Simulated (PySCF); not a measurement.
Bonds broken one at a time in the series SiH2(OH)-X. All species are isolated molecules in the gas phase. One relaxed conformer stands for each flexible species; it need not be the lowest. Strings in code marks are SMILES.

The four lowest singlet excitations (Tamm–Dancoff). Method: PBE0-D4/def2-TZVP in PySCF 2.14.0. Excitations are Tamm–Dancoff values on a coarser integration grid. The basis has no diffuse functions, so Rydberg states are missing or too high.

```
state  energy (eV)  wavelength (nm)  oscillator strength
-----  -----------  ---------------  -------------------
S1            7.36              169                0.009
S2            7.97              156                0.003
S3            8.38              148                0.097
S4            8.79              141                0.019
```

### Question
Name which member gives these states.
A. `CC[SiH2]O` (C–C–Si–O torsion -58°, C–Si–O–H torsion -73°)
B. `O=C[SiH2]O` (O–C–Si–O torsion 0°, C–Si–O–H torsion 0°)
C. `C[SiH2]O` (C–Si–O–H torsion 70°)
D. `O[SiH2]O` (H–O–Si–O torsion -66°, O–Si–O–H torsion -66°)

### Answer
C, `C[SiH2]O` (C–Si–O–H torsion 70°)
